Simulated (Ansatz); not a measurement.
Be2O3⁻. Charge -1, multiplicity 2. Geometry PBE-D4/def2-TZVP, that of the neutral singlet.

Cartesian coordinates in Å:
```
Be 0.422 0.962 0.033
Be 0.050 -0.895 0.550
O 0.911 0.131 1.127
O -0.546 0.625 -1.057
O -0.836 -0.825 -0.653
```

The structure holds 1 bond(s) between oxygen atoms. At PBE-D4/def2-TZVPD, r2SCAN-D4/def2-TZVPD, PBE0-D4/def2-TZVPD the highest occupied level of the charge -1 doublet lies above zero (up to 1.21 eV). By energy differences its removal costs 0.81 eV (vertical, to the charge 0 singlet, at PBE-D4/def2-TZVPD); a positive level beside a positive removal energy at the same level points to self-interaction error. At PBE-D4/def2-TZVPD the gap within one spin of the charge -1 doublet nearly closes, so an electron or hole may be smeared out by delocalisation error. The structure comes from a short search, and lower isomers may exist.

(1) Estimate the α-spin orbital energies around the gap (eV) in Ansatz with PBE-D4/def2-TZVPD, r2SCAN-D4/def2-TZVPD, PBE0-D4/def2-TZVPD.

Results:

(1) 
```tsv
orbital	PBE-D4/def2-TZVPD	r2SCAN-D4/def2-TZVPD	PBE0-D4/def2-TZVPD
HOMO−5	-4.14	-4.47	-5.79
HOMO−4	-3.08	-3.41	-4.80
HOMO−3	-2.54	-2.83	-4.09
HOMO−2	-2.05	-2.35	-3.78
HOMO−1	-0.93	-1.19	-2.56
HOMO	1.21	1.13	0.78
LUMO	1.27	1.32	1.81
LUMO+1	2.89	3.20	3.49
LUMO+2	3.16	3.54	3.50
LUMO+3	3.43	3.74	3.76
LUMO+4	3.49	3.84	3.81
LUMO+5	3.50	3.92	3.86
β HOMO	-0.90	-1.19	-2.56
β LUMO	1.96	2.09	2.79
```
